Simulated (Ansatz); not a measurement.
Ideal-gas functions of Br3FTi (`[F][Ti]([Br])([Br])[Br]`) at 500 K and 1 bar, from an Ansatz frequency run at PBE0-D4/def2-TZVP.

Molar mass 306.58 g/mol, point group C3v (symmetry number 3), electronic degeneracy 1, moments of inertia 697.57, 697.576, 1147.224 u Å². Harmonic wavenumbers (cm⁻¹, unscaled): 78, 78, 104, 152, 152, 282, 409, 409, 786.

Use S(trans) = R[1.5 ln M + 2.5 ln T − 1.1517]; rotational temperatures θ = 24.2544 K / I; S(rot) = R[ln(√π/σ · √(T³/θAθBθC)) + 1.5]; for each mode x = 1.438777 ν̃/T, S = R[x/(eˣ − 1) − ln(1 − e⁻ˣ)] and H = RT x/(eˣ − 1); 1 cm⁻¹ = 0.0119627 kJ/mol; R = 8.31446 J/(mol·K).

Question: By hand: the entropy, in J/(mol·K).

Answer: Translation 191.0. Rotation: θ = 0.0348, 0.0348, 0.0211 K, giving 129.6. Vibration, mode by mode: 20.75, 20.75, 18.38, 15.26, 15.26, 10.28, 7.42, 7.42, 3.10, in all 118.6. Electronic 0.0. Sum 439.2 J/(mol·K).

Question: By hand: H − E and G − E in kJ/mol, counted from the electronic energy.

Answer: Zero-point energy ½ × 2450 × 0.0119627 = 14.7; thermal vibration 25.8; translation, rotation and pV give 4 RT = 16.6. H − E = 57.1 kJ/mol, and G − E = 57.1 − 500 × 439.2/1000 = -162.5 kJ/mol.

Vibration gives 27 % of the entropy, 59.9 J/(mol·K) of it from the modes under 150 cm⁻¹: soft modes count most, and the harmonic formula is weakest for them.
